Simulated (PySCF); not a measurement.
## Radial density of Li (lithium, neutral)

UHF, [He] 2s1, 2S determinant. All numbers are calculated (PySCF 2.14, the spin-free X2C one-electron Hamiltonian (Gaussian nucleus), in x2c-TZVPall (5s3p, 14 functions)).

| r (bohr) | 4πr²ρ (e/bohr) | 4πr²(ρα − ρβ) |
| --- | --- | --- |
| 0.00962 | 0.01532 | 0.0003 |
| 0.0162 | 0.04147 | 0.0007 |
| 0.0272 | 0.1097 | 0.0018 |
| 0.0458 | 0.2773 | 0.0046 |
| 0.0770 | 0.6521 | 0.0106 |
| 0.130 | 1.356 | 0.0214 |
| 0.218 | 2.305 | 0.0340 |
| 0.366 | 2.840 | 0.0340 |
| 0.616 | 2.083 | 0.0085 |
| 1.04 | 0.6848 | 0.0050 |
| 1.74 | 0.1818 | 0.1240 |
| 2.93 | 0.2732 | 0.2727 |
| 4.93 | 0.1530 | 0.1530 |
| 8.30 | 0.01439 | 0.0144 |
| 14.0 | 2.496e-05 | 0.0000 |

Densities and radii are taken from the X2C orbitals without a picture-change correction, which distorts them close to the nucleus.
